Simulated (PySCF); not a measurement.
# Working out the ionisation energy of As⁺

As⁺ [Ar] 3d10 4s2 4p2 (3P) → As²⁺ [Ar] 3d10 4s2 4p1 (2P). Computed with PySCF 2.14 in aug-cc-pVDZ-DK, with scalar relativity by spin-free X2C-1e. Frozen: [Ar] 3d10. Energies in hartree (1 hartree = 27.21139 eV):

```
            part   As⁺ (lower)  As²⁺ (upper)
             UHF  -2258.571121  -2257.910443
CCSD correlation     -0.059123     -0.048441
             (T)     -0.000716     -0.000408
```

Problem. What does Hartree-Fock give?

Solution. (-2257.910443) − (-2258.571121) = 0.660678 hartree = 17.978 eV.

Problem. What do CCSD and CCSD(T) give?

Solution. The CCSD correlation energies differ by 0.010682 hartree = 0.291 eV and the triples by 0.000308 hartree = 0.008 eV, so CCSD gives 18.269 eV and CCSD(T) 18.277 eV.

A first-order spin-orbit estimate adds -0.031 eV to CCSD(T) (valence), giving 18.246 eV against 18.589 eV (measured; NIST Atomic Spectra Database, ionization energies).

A double-zeta basis recovers only part of the correlation energy.

What remains against the reference includes basis incompleteness, the frozen core and higher excitations.
